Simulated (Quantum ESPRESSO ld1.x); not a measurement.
Results of a calculation; reference values are marked as such.
Species: the palladium ion Pd2+. Configuration: [Kr] 4d7 5s1 (not the ground configuration). Code: ld1.x of Quantum ESPRESSO 7.5. Model: scalar-relativistic Kohn-Sham, LDA (Slater exchange, Perdew-Wang correlation), spin-polarised, spherical densities, point nucleus; open shells are filled with parallel spins first.

Unscreened Slater integrals over Kohn-Sham orbitals (hartree). They are taken over the spin-up orbitals.

integral      value
F0(5s,5s)   0.36349
F0(5s,4d)   0.43686
G2(5s,4d)  0.075468
F0(5s,4p)   0.45309
G1(5s,4p)  0.032644
F0(5s,4s)   0.45749
G0(5s,4s)  0.021637
F0(4d,4d)   0.68225
F2(4d,4d)   0.34060
F4(4d,4d)   0.22285
F0(4d,4p)   0.76241
F2(4d,4p)   0.37603
G1(4d,4p)   0.47312
G3(4d,4p)   0.28919
F0(4d,4s)   0.78652
G2(4d,4s)   0.34763
F0(4p,4p)   0.87747
F2(4p,4p)   0.45977
F0(4p,4s)   0.91472
G1(4p,4s)   0.62032
F0(4s,4s)   0.95775

Derived for the open shells (J is the average intra-shell exchange parameter used in DFT+U). 4d: Racah B = F2/49 - 5 F4/441 = 0.004424 hartree, C = 35 F4/441 = 0.01769 hartree, C/B = 4.00, F4/F2 = 0.654, J = (F2 + F4)/14 = 0.04025 hartree.
